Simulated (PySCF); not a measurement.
A structure optimised at PBE-D3(BJ)/def2-SVP, used in a PySCF frequency run:

```
Si
F 1 1.6187
F 1 1.6241 2 107.22
O 1 1.6520 2 104.60 3 119.27
H 4 0.9734 1 114.90 2 168.52
Se 1 2.2674 2 113.31 4 125.75
H 6 1.4862 1 90.89 2 -66.11
```

**Question.** Write its SMILES and formula.

**Answer.** O[Si](F)(F)[SeH], F2H2OSeSi

**Question.** What are its rotational constants (standard atomic weights)?

**Answer.** 3.8315, 1.4237, 1.3991 GHz
